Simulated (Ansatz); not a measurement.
The same molecule with X = Si, Ge, Sn. Ansatz, PBE0-D4/def2-TZVP geometries, multiplicity 1. Each molecule was computed in one conformer, which needn't be the lowest.

Elements past krypton have def2 core potentials. Scalar relativity is left out up to krypton.

```json
{"X": "Ge", "molecule": "`[F][Ge][SH]`", "mean X–F bond length / Å": "1.757", "mean X–S bond length / Å": "2.235", "size of the dipole moment (PBE/def2-TZVPP) / D": "2.38", "HOMO–LUMO gap (ωB97M-V/def2-TZVPP) / eV": "9.18", "size of the dipole moment (ωB97M-V/def2-TZVPP) / D": "2.58"}
{"X": "Sn", "molecule": "`[F][Sn][SH]`", "mean X–F bond length / Å": "1.948", "mean X–S bond length / Å": "2.426", "size of the dipole moment (PBE/def2-TZVPP) / D": "2.11", "HOMO–LUMO gap (ωB97M-V/def2-TZVPP) / eV": "8.68", "size of the dipole moment (ωB97M-V/def2-TZVPP) / D": "2.37"}
```

Task: Give the row for X = Si, `F[Si]S`. (An estimate is asked.)

Result: Ansatz gave: 
```json
{"X": "Si", "molecule": "`F[Si]S`", "mean X–F bond length / Å": "1.616", "mean X–S bond length / Å": "2.154", "size of the dipole moment (PBE/def2-TZVPP) / D": "0.23", "HOMO–LUMO gap (ωB97M-V/def2-TZVPP) / eV": "9.25", "size of the dipole moment (ωB97M-V/def2-TZVPP) / D": "0.08"}
```

From Si to Sn the mean X–F bond length rises at each step, by 0.332 Å in all; the mean X–S bond length rises at each step, by 0.272 Å in all; the HOMO–LUMO gap (ωB97M-V/def2-TZVPP) falls at each step, by 0.57 eV in all. Bonds lengthen as the atom grows down the group. Dipoles are sizes alone, and their direction can turn along the series.
